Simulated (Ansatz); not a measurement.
Consider the redistribution: `[NH]=[Ta]([OH])([OH])[Cl]` + `[NH2][Ga]([NH2])[NH2]` → `[NH]=[Ta]([NH2])([OH])[OH]` + `[NH2][Ga]([NH2])[Cl]`.

Computed with Ansatz on PBE0-D4/def2-TZVP structures; ΔE is electronic, products minus reactants. CCSD(T)/CBS adds triple-zeta CCSD(T) − MP2 to the extrapolated MP2 energy (def2 sets, frozen cores). DFT in def2-TZVPP. def2 core potentials past Kr. For Ga, Ta outer-core shells are correlated without core-valence functions, which leaves a few kJ/mol of doubt a bond. Scalar relativity is left out up to krypton. Each species was taken in one conformer, which may not be the lowest.

```csv
level,ΔE (eV)
CAM-B3LYP,-0.17
RPA@PBE/def2-TZVPP,-0.13
```

**Question.** What does CCSD(T)/CBS give? (Estimate.)

**Answer.** Ansatz gave: -0.12 eV. The listed levels differ from it by -0.05, -0.01 eV.

Largest T1 diagnostic among the species: 0.018.

Leaving LDA and LC-ωPBE aside and taking each functional with its dispersion term where it has one, the values, not all of them listed here, spread over 0.06 eV, from BHLYP-D4 to B2PLYP. From BLYP to BHLYP (50 % exact exchange), in def2-TZVPP and without D4, ΔE moves by −0.03 eV. In def2-TZVPP, CCSD(T) changes the Hartree–Fock value by +0.09 eV (the triples alone add +0.02 eV) and MP2 by +0.14 eV.
